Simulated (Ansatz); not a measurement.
Geometry optimisation, Ansatz, RKS PBE/def2-SVP.

Input:

```yaml
crystal:
  periodic: [false, false, false]
  atoms:
    - { symbol: Si, position_ang: [-0.6319, -1.0644, -0.7845] }
    - { symbol: H, position_ang: [1.0226, -1.2539, 0.0897] }
    - { symbol: H, position_ang: [0.2137, -1.4027, -1.9247] }
    - { symbol: H, position_ang: [-0.997, -2.0569, 0.2266] }
    - { symbol: H, position_ang: [-1.9347, -0.7653, -1.4216] }
    - { symbol: Zn, position_ang: [1.6374, 0.3726, 1.1031] }
    - { symbol: C, position_ang: [-0.2917, 0.9376, -0.0322] }
    - { symbol: F, position_ang: [1.7162, 1.4207, 2.4793] }
    - { symbol: H, position_ang: [-0.3081, 0.8761, 1.0615] }
    - { symbol: H, position_ang: [-1.0738, 1.6336, -0.3317] }
    - { symbol: H, position_ang: [0.6474, 1.3027, -0.4654] }
basis:
  gaussian: { orbitals: def2-SVP }
hamiltonian:
  xc: pbe
relax:
  f_tol: 0.15
  max_steps: 25
  restrain:
    - { distance: [0, 6], at: 3.17, k: 30.0 }
    - { distance: [5, 1], at: 2.83, k: 30.0 }
    - { distance: [0, 1], at: 1.42, k: 30.0 }
    - { distance: [5, 6], at: 1.98, k: 30.0 }
output:
  orbitals: {}
```

Command:

```bash
$ ansatz run input.yaml --threads 2 --pin off --max-ram 3072MiB --backend cpu --events-out ev --progress --plain --runs-dir out
```

Question: Where does it end, and by what steps?

Answer: It converged. The restraints hold the end off the free minimum. After 15 steps the energy has fallen by 1.863 eV (the restraints' own energy left out); H4 moved furthest, 1.45 Å. Parted: Si1–C7. Joined: Si1–H2.

| step | energy less start (eV) | largest force component (eV/Å) | accepted |
| --- | --- | --- | --- |
| 0 | 0.0000 | 2.976 | yes |
| 1 | 1.7294 | 4.335 | yes |
| 2 | 3.3945 | 3.949 | yes |
| 3 | 3.6036 | 2.257 | yes |
| 4 | 2.2829 | 1.690 | yes |
| 5 | 0.8502 | 1.823 | yes |
| 6 | -0.4588 | 1.409 | yes |
| 7 | -1.1442 | 0.972 | yes |
| 8 | -1.5146 | 0.826 | yes |
| 9 | -1.6691 | 1.057 | yes |
| 10 | -1.7424 | 0.992 | yes |
| 11 | -1.7939 | 0.920 | yes |
| 12 | -1.8331 | 0.942 | yes |
| 13 | -1.8506 | 0.896 | yes |
| 14 | -1.8627 | 0.890 | yes |
| 15 | -1.8632 | 0.962 | yes |

```xyz
11
Properties=species:S:1:pos:R:3
Si -0.495 -1.646 -0.560
H 0.280 -1.326 0.625
H 0.211 -1.174 -1.802
H -0.624 -3.145 -0.656
H -1.876 -1.063 -0.486
Zn 1.210 1.236 1.379
C -0.077 1.478 -0.084
F 2.356 1.028 2.694
H -1.063 1.066 0.201
H -0.208 2.557 -0.305
H 0.286 0.989 -1.007
```

Whether the end is a true minimum wasn't checked by a vibrational analysis.

The run took 36 s on 2 threads of Arm Neoverse V2 (shared host), peak memory 0.16 GiB.
